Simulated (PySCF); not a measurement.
# Structure and norm of the vector part βᵢ = ⅓ Σⱼ (βᵢⱼⱼ + βⱼᵢⱼ + βⱼⱼᵢ) of the static first hyperpolarisability

Computed, not measured: PySCF, quadratic response CAM-B3LYP/aug-cc-pVDZ first hyperpolarisability, Taylor convention, gas phase. Geometry: PBE0-D3(BJ)/def2-SVP.

Each molecule in one low-energy conformer.

The calculation is non-relativistic, which matters for the atoms heavier than Zn.

Question: Order by norm of the vector part βᵢ = ⅓ Σⱼ (βᵢⱼⱼ + βⱼᵢⱼ + βⱼⱼᵢ) of the static first hyperpolarisability, lowest first.
A. N#Cc1ccccc[cH+]1
B. C[Se]c1ccc[cH+]cc1
C. Clc1ccc[cH+]cc1
D. Fc1ccccc[cH+]1

Answer: D (175 au), C (429 au), A (471 au), B (1269 au).

All values:
```csv
molecule,change,static β vector norm (au),static β HRS (au),S1 (eV)
N#Cc1ccccc[cH+]1,H replaced by CN,471,188,4.52
Clc1ccc[cH+]cc1,H replaced by Cl,429,176,4.47
C[Se]c1ccc[cH+]cc1,H replaced by SeCH3,1269,549,3.25
Fc1ccccc[cH+]1,H replaced by F,175,69,4.81
```
